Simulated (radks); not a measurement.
Spherical quantum dot in the effective-mass picture: electrons in a hard-walled sphere of radius 1.65, with a point charge +1 (a donor) at the centre, all in effective atomic units (hartree* = m*/eps^2 hartree, bohr* = eps/m* bohr), one dielectric constant everywhere. Method: non-relativistic Kohn-Sham, LDA (Slater exchange, Perdew-Wang correlation), spin-polarised, spherical densities; computed with a radial shooting solver with Libxc functionals. Levels are named by radial order and angular momentum (1s, 1p, 1d, 2s, ...), and open shells are averaged over m.

N = 19, configuration 1s2 1p6 1d10 2s(up 1, down 0). This is the lowest configuration that the search found. Occupied and some empty levels:

| level | occupation | eigenvalue (hartree*) | <r> (bohr*) |
|---|---|---|---|
| 1s up | 1 | 16.382 | 0.9329 |
| 1s down | 1 | 16.442 | 0.9435 |
| 1p up | 3 | 17.845 | 1.060 |
| 1p down | 3 | 17.869 | 1.062 |
| 1d up | 5 | 19.855 | 1.128 |
| 1d down | 5 | 19.872 | 1.128 |
| 2s up | 1 | 21.282 | 0.7528 |
| 2s down | 0 | 21.484 | 0.7535 |
| 1f up | 0 | 22.414 | 1.175 |
| 1f down | 0 | 22.430 | 1.175 |
| 2p up | 0 | 25.322 | 0.8613 |
| 2p down | 0 | 25.421 | 0.8648 |
| 1g up | 0 | 25.491 | 1.212 |
| 1g down | 0 | 25.508 | 1.212 |

Energy (hartree*): total 212.769, kinetic 97.487, external -20.038, Hartree 152.55, exchange-correlation -17.235.

Electron density:

| r (bohr*) | n(r) (e/bohr*^3) |
|---|---|
| 0.0852 | 2.492 |
| 0.168 | 2.084 |
| 0.250 | 1.744 |
| 0.332 | 1.483 |
| 0.414 | 1.310 |
| 0.496 | 1.230 |
| 0.579 | 1.242 |
| 0.661 | 1.335 |
| 0.743 | 1.488 |
| 0.826 | 1.667 |
| 0.908 | 1.831 |
| 0.990 | 1.932 |
| 1.07 | 1.926 |
| 1.16 | 1.782 |
| 1.24 | 1.503 |
| 1.32 | 1.120 |
| 1.40 | 0.6966 |
| 1.48 | 0.3280 |
| 1.57 | 0.08359 |
| 1.65 | 0.0002202 |
